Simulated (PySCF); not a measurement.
An unknown is described by computed data only.

Formula: CH11O2PSSi3.

* NMR, other nuclei: isotropic shieldings of nuclei other than C and H, by class: 271 (1 O), 282 (1 O), 367 (1 Si), 387 (1 Si), 391 (1 Si), 605 (1 P), 663 (1 S) ppm [GIAO PBE0/pcSseg-1]
* Dipole: 1.26 D [PBE0/pcSseg-1]
* 1H NMR: chemical shifts (computed TMS as zero) by class: 5.82 (1 H), 5.60 (1 H), 5.27 (3 H), 5.04 (1 H), 2.05 (3 H), 1.34 (2 H) ppm [GIAO PBE0/pcSseg-1]
* Rotational structure: rotational constants A, B, C: 1.063, 0.601, 0.450 GHz [GFN2-xTB]
* 13C NMR: chemical shifts (computed TMS as zero) by class: 12.3 (1 C) ppm [GIAO PBE0/pcSseg-1]

Gas-phase values; electronic properties from PySCF, density fitting. Levels stand in brackets. Geometry: GFN2-xTB, one conformer, isolated molecule. NMR classes are plain means over equivalent atoms (diastereotopic ones count apart unless rotation or inversion swaps them), as if these changed places fast.

Problem. Give a SMILES that accounts for the data.

Solution. Numbering: `[CH3:1][S:2][Si@H:3]([O:4][SiH3:5])[O:6][SiH2:7][PH2:8]`. The one carbon: S-methyl carbon [C1] (12.3 ppm). Hydrogen classes from least to most shielded: 1 H on an oxygen-bound silicon, Si7 (5.82 ppm), 1 H on an oxygen-bound silicon, Si7 (5.60 ppm), 3 H on an oxygen-bound silicon, Si5 (5.27 ppm), 1 H on an oxygen-bound silicon, Si3 (5.04 ppm), 3 H on an S-methyl carbon, C1 (2.05 ppm), 2 H on a three-coordinate phosphorus, P8 (1.34 ppm, a mean of values up to 0.6 ppm apart in this geometry). The other shieldings belong to: 271 ppm, siloxane oxygen [O6]; 282 ppm, siloxane oxygen [O4]; 367 ppm, oxygen-bound silicon [Si7]; 387 ppm, oxygen-bound silicon [Si3]; 391 ppm, oxygen-bound silicon [Si5]; 605 ppm, three-coordinate phosphorus [P8]; 663 ppm, sulfur bonded to C and Si [S2]. The optimised geometry has point group C1 and is an asymmetric top. Structure: `CS[Si@H](O[SiH3])O[SiH2]P`. The assignments are read from this structure; whether some other isomer fits the data as well wasn't checked. The mirror image fits equally.
